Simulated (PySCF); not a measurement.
# Exercise with solution: entropy of an ideal gas

ZnF2, SMILES [F][Zn][F].

Coordinates come from a PBE0-D3(BJ)/def2-TZVP optimisation. The isomer is the one that the SMILES or the coordinates give; other isomers of the formula were not compared.

PBE0-D3(BJ)/def2-TZVP (PySCF 2.14.0) gives the harmonic wavenumbers 165, 165, 602, 764 cm⁻¹ and the rotational temperature 0.2129 K. The molar mass is 103.38 g/mol, the symmetry number 2, the spin multiplicity 1.

### Question
Work out the entropy at 298.15 K and 1 atm in the rigid-rotor, harmonic-oscillator model.

### Answer

Translation (Sackur–Tetrode at 1 atm): S = R[1.5 ln M + 2.5 ln T − 1.16487] = 166.6 J/(mol K).
Rotation: q = T/(σ θ) = 700, S = R[ln q + 1] = 62.8 J/(mol K).
Vibration: with u = 1.4388 ν/T, each mode gives R[u/(e^u − 1) − ln(1 − e^−u)]:
| ν (cm⁻¹) | modes | u | S (J/(mol K)) |
|---|---|---|---|
| 165 | 2 | 0.80 | 20.85 |
| 602 | 1 | 2.91 | 1.87 |
| 764 | 1 | 3.69 | 1.00 |
These are all the modes. Sum 23.7 J/(mol K).
Spin: R ln 1 = 0.0 J/(mol K).
Total 253.1 J/(mol K); the program's own thermochemistry gives 253.1. Translation makes up 66 % and vibration 9 %. Anharmonicity, hindered rotation and orbital degeneracy are left out.
